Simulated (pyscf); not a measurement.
[S–Ti(Cl)(Cl)–Cl]• (SMILES [S][Ti]([Cl])([Cl])[Cl]), doublet

Gas-phase minimum from PySCF at ωB97X-D3(BJ)/def2-SVP, one conformer. Other isomers of [S–Ti(Cl)(Cl)–Cl]• were not searched in full and may lie lower. 

```
Ti
Cl 1 2.1474
Cl 1 2.1552 2 113.76
Cl 1 2.1554 2 113.44 3 127.30
S 1 2.2167 2 100.37 4 116.43
```
Charge 0, spin multiplicity 2.

Properties at ωB97X-D3(BJ)/def2-SVP:

- Harmonic wavenumbers, unscaled: 76, 96, 121, 128, 129, 398, 491, 516, 528 cm⁻¹
- Zero-point energy: 3.6 kcal/mol
- Rotational symmetry number: 1
- Entropy of this conformer at 298 K and 1 atm, rigid rotor and harmonic oscillator, modes under 100 cm⁻¹ raised to 100: 382.6 J/(mol K)
- Dipole moment: 0.39 D
- Spin expectation value S2: 0.757

Single-point totals, which compare only within one level:

```json
[
 {"level": "ωB97X-D3(BJ)/def2-TZVP", "total energy (hartree)": "-2628.51653"},
 {"level": "PBE/def2-TZVP", "total energy (hartree)": "-2627.58442"},
 {"level": "r²SCAN/def2-TZVP", "total energy (hartree)": "-2628.39125"},
 {"level": "B3LYP-D3(BJ)/def2-TZVP", "total energy (hartree)": "-2628.61283"},
 {"level": "PBE0-D3(BJ)/def2-TZVP", "total energy (hartree)": "-2627.72965"},
 {"level": "M06-2X/def2-TZVP", "total energy (hartree)": "-2628.39890"},
 {"level": "ωB97M-D3(BJ)/def2-TZVP", "total energy (hartree)": "-2628.73265"}
]
```

Soft torsions are taken as harmonic, which can shift the entropy by several J/(mol K). Open-shell species with a d-block atom are single-reference here; other states, and whether the spin sits on metal or ligand, were not checked.
